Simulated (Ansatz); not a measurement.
Geometry optimisation of FGaH2OS (`[OH][Ga]([F])[SH]`).

```yaml
crystal:
  periodic: [false, false, false]
  atoms:
    - {symbol: O, position_ang: [-0.483820, 1.786750, -0.070700]}
    - {symbol: Ga, position_ang: [0.176630, 0.196680, 0.141540]}
    - {symbol: F, position_ang: [1.644320, 0.191750, 1.099860]}
    - {symbol: S, position_ang: [-0.536740, -1.768640, -0.597820]}
    - {symbol: H, position_ang: [-1.284880, 1.985740, -0.553400]}
    - {symbol: H, position_ang: [0.484490, -2.392280, -0.019480]}
basis:
  gaussian: {orbitals: def2-TZVP}
hamiltonian: {xc: pbe0, dispersion: d4}
relax: {f_tol: 0.005, max_steps: 150}
```

```sh
$ ansatz run in.yaml --threads 2 --pin off --events-out ev --progress --plain --max-ram 32768MiB --backend cpu
```

It prints (some lines left out):

```
Functional definition: PBE0
mean field -67999.98604530 eV, -2498.9533951188 hartree, gradient 2.0e-5 eV, S^2 0.000000; 0 other end points of the search recorded, 0 dependent functions left out
relax step   1: F+E_penalty+E_count = -68000.08911541 eV  Δ(F+E_penalty+E_count) = +0.000e0 eV  max|allowed force component| = 1.047e0 eV/Å  Δτ_max = 0.0000 Å  (28 SCF iters, accepted)
mean field -68000.01425901 eV, -2498.9544319534 hartree, gradient 1.1e-5 eV, S^2 0.000000; 0 other end points of the search recorded, 0 dependent functions left out
relax step   2: F+E_penalty+E_count = -68000.11788220 eV  Δ(F+E_penalty+E_count) = -2.877e-2 eV  max|allowed force component| = 6.020e-1 eV/Å  Δτ_max = 0.0355 Å  (31 SCF iters, accepted)
mean field -68000.02967992 eV, -2498.9549986614 hartree, gradient 1.3e-5 eV, S^2 0.000000; 0 other end points of the search recorded, 0 dependent functions left out
relax step   3: F+E_penalty+E_count = -68000.13346696 eV  Δ(F+E_penalty+E_count) = -1.558e-2 eV  max|allowed force component| = 2.794e-1 eV/Å  Δτ_max = 0.0601 Å  (31 SCF iters, accepted)
mean field -68000.03001213 eV, -2498.9550108699 hartree, gradient 1.3e-5 eV, S^2 0.000000; 0 other end points of the search recorded, 0 dependent functions left out
relax step   4: F+E_penalty+E_count = -68000.13409162 eV  Δ(F+E_penalty+E_count) = -6.247e-4 eV  max|allowed force component| = 3.461e-1 eV/Å  Δτ_max = 0.0707 Å  (31 SCF iters, accepted)
mean field -68000.03630632 eV, -2498.9552421771 hartree, gradient 1.2e-5 eV, S^2 0.000000; 0 other end points of the search recorded, 0 dependent functions left out
relax step   5: F+E_penalty+E_count = -68000.14029756 eV  Δ(F+E_penalty+E_count) = -6.206e-3 eV  max|allowed force component| = 9.283e-2 eV/Å  Δτ_max = 0.0374 Å  (32 SCF iters, accepted)
mean field -68000.03923794 eV, -2498.9553499123 hartree, gradient 1.1e-5 eV, S^2 0.000000; 0 other end points of the search recorded, 0 dependent functions left out
relax step   6: F+E_penalty+E_count = -68000.14314401 eV  Δ(F+E_penalty+E_count) = -2.846e-3 eV  max|allowed force component| = 1.562e-2 eV/Å  Δτ_max = 0.0347 Å  (31 SCF iters, accepted)
mean field -68000.03936292 eV, -2498.9553545051 hartree, gradient 1.1e-5 eV, S^2 0.000000; 0 other end points of the search recorded, 0 dependent functions left out
relax step   7: F+E_penalty+E_count = -68000.14322591 eV  Δ(F+E_penalty+E_count) = -8.190e-5 eV  max|allowed force component| = 4.880e-3 eV/Å  Δτ_max = 0.0077 Å  (32 SCF iters, accepted)
mean field -68000.03936292 eV, -2498.9553545051 hartree, gradient 4.7e-5 eV, S^2 0.000000; 1 other end points of the search recorded, 0 dependent functions left out
Total energy: -68000.14325206 eV, -2498.9591723606 hartree
Atom 0 at    -0.485510     1.819390    -0.060111 Å, force     0.002643     0.000265    -0.001349 eV/Å
Atom 1 at     0.211818     0.211482     0.167193 Å, force    -0.003734    -0.001944     0.004880 eV/Å
Atom 2 at     1.674502     0.178488     1.116057 Å, force     0.001495     0.001492    -0.001645 eV/Å
Atom 3 at    -0.562473    -1.676605    -0.597431 Å, force     0.002463    -0.000049    -0.002052 eV/Å
Atom 4 at    -1.288930     1.831005    -0.584943 Å, force    -0.001177     0.000055    -0.000004 eV/Å
Atom 5 at     0.450593    -2.363760    -0.040764 Å, force    -0.001691     0.000181     0.000170 eV/Å
Dipole moment:    -0.360890    -0.215124    -0.268470 e Å
```

Run time 27 s (2 threads of an AMD EPYC 7R13 on a shared host); peak host memory 0.43 GiB.
